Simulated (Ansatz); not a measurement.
Input file for Ansatz (an electronic-structure program): R-wB97X-V/def2-TZVPP on AlBrFH2N (SMILES [NH2][Al]([F])[Br]), a point of a torsion scan.

Ansatz 0.2 input:
```yaml
crystal:
  periodic: [false, false, false]
  atoms:
    - {symbol: N, position_ang: [-1.00648396, -0.15269425, 0.00816286]}
    - {symbol: Al, position_ang: [0.73733512, 0.11050599, -0.03825512]}
    - {symbol: F, position_ang: [1.39777780, 1.45867136, 0.63508050]}
    - {symbol: Br, position_ang: [2.08181370, -1.38880974, -1.01604954]}
    - {symbol: H, position_ang: [-1.50172368, -0.94439024, -0.37540371]}
    - {symbol: H, position_ang: [-1.66816246, 0.48187594, 0.43173368]}
basis:
  gaussian:
    orbitals: def2-TZVPP
hamiltonian:
  xc: {name: wB97X-V}
scf: {lower_state_search: off}
```

The head of its log:

```
WARN ansatz: RAYON_NUM_THREADS=1 ignored (pool sized by the plan → 1); use --threads N
Functional definition: wB97X-V
these checks for a lower state are left out or cut short: stability, starts, cluster_reference, orbital_swaps, neighbouring_geometries, increment
integrals: 0.14 GiB planned
1130 factors; their error is unknown
integrals: 0.17 GiB planned
212 factors; integrals over basis functions are off by at most 3.7e-5 eV
mean field: 1.12 GiB planned
mean field evaluation 1: about -80874.7056 eV, gradient 6.0e1 eV
mean field evaluation 2: about -80874.3973 eV, gradient 6.3e1 eV
```

### Question
Predict the final total energy.

### Answer
-2972.3273 hartree.
